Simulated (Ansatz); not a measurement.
Basis-set extrapolation for B2H3NO2S (`OB1NB(S)O1`) (PBE0-D4/def2-TZVP geometry, frozen core, the Gaussian-basis code of Ansatz). Multiplicity 1, RHF reference.

```
                      def2-TZVPP   def2-QZVPP
                 HF  -653.173666  -653.196769
    MP2 correlation    -1.027770    -1.108661
CCSD(T) correlation    -1.098836      not run
```

Energies in hartree. Use E(X) = E(∞) + A·exp(−7.88·√X) for Hartree–Fock and E(X) = E(∞) + B·X^(−2.97) for correlation, with X = 3 and 4, and add CCSD(T) minus MP2 of the smaller set to the MP2 limit.

What is the CCSD(T) energy at the basis-set limit?

HF limit: -653.196769 + (-0.023103) × 0.13774 = -653.19995. MP2 limit: -1.108661 + (-0.080891) × 0.74074 = -1.16858. Higher-order term: -1.098836 − (-1.027770) = -0.07107. Total: -654.43960 hartree, 438.7 kJ/mol below CCSD(T)/def2-TZVPP.
